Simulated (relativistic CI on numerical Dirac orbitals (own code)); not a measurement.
Pt²⁺: 5d valence photoemission

Computed with this model: Dirac-Coulomb-Breit CI, KLI orbitals optimised for each configuration, a model potential for QED, valence Slater integrals scaled by 0.9, multiplet model of photoemission in the sudden approximation; configurations [Xe] 4f14 5d8 → [Xe] 4f14 5d7; 300 K; Lorentzian 0.3 eV and Gaussian 0.5 eV FWHM. Energies are those of the free ion, without screening or charge transfer. The energies are binding energies and can lie tens of eV above those of solids. S is read from ⟨S²⟩ = S(S + 1).

Field parameters in Wybourne normalisation: D3d B²₀ = −7Dσ, B⁴₀ = −14Dq − 21Dτ, B⁴₃ = −14√(10/7) Dq; D4h B²₀ = −7Ds, B⁴₀ = 21(Dq − Dt), B⁴₄ = 21√(5/14) Dq; Oh B⁴₀ = 21Dq, B⁴₄ = √(5/14) B⁴₀; Td as Oh with Dq negative (B⁴₀ = 21Dq, B⁴₄ = √(5/14) B⁴₀). The field is a parameter set, without covalency.

free ion: ground-state S = 0.98, centroid 30.63 eV. Peaks (eV, height): 29.0 (100), 30.3 (66), 31.3 (83), 32.0 (68).

Td, 10Dq = -19350 cm⁻¹: ground-state S = 0.98, centroid 30.83 eV. Peaks (eV, height): 28.6 (76), 30.0 (79), 31.5 (100), 33.1 (42).

D3d, 10Dq = 30950, Dσ = 900, Dτ = 430 cm⁻¹: ground-state S = 1.00, centroid 31.21 eV. Peaks (eV, height): 28.9 (100), 30.7 (90), 31.8 (87), 32.9 (69).

Td, 10Dq = -7700 cm⁻¹: ground-state S = 0.98, centroid 30.70 eV. Peaks (eV, height): 29.1 (89), 29.5 (89), 31.3 (100).

D4h, 10Dq = 41450, Ds = 2680, Dt = 760 cm⁻¹: ground-state S = 1.00, centroid 31.29 eV. Peaks (eV, height): 27.8 (51), 29.5 (52), 30.9 (86), 31.9 (100), 33.4 (72).

Oh, 10Dq = 39500 cm⁻¹: ground-state S = 1.00, centroid 31.34 eV. Peaks (eV, height): 28.5 (92), 31.2 (91), 32.0 (100), 33.4 (78).

Strongest unbroadened transitions for D4h, 10Dq = 41450, Ds = 2680, Dt = 760 cm⁻¹:

```csv
Energy (eV),Relative strength
27.77,100.0
29.45,98.7
30.74,30.6
30.75,37.9
30.90,63.4
31.22,66.2
31.55,5.7
31.78,68.0
31.88,62.8
32.06,63.1
32.75,32.3
33.18,36.7
33.41,62.1
33.53,34.8
33.54,10.8
33.99,11.1
34.00,5.5
34.06,4.3
```
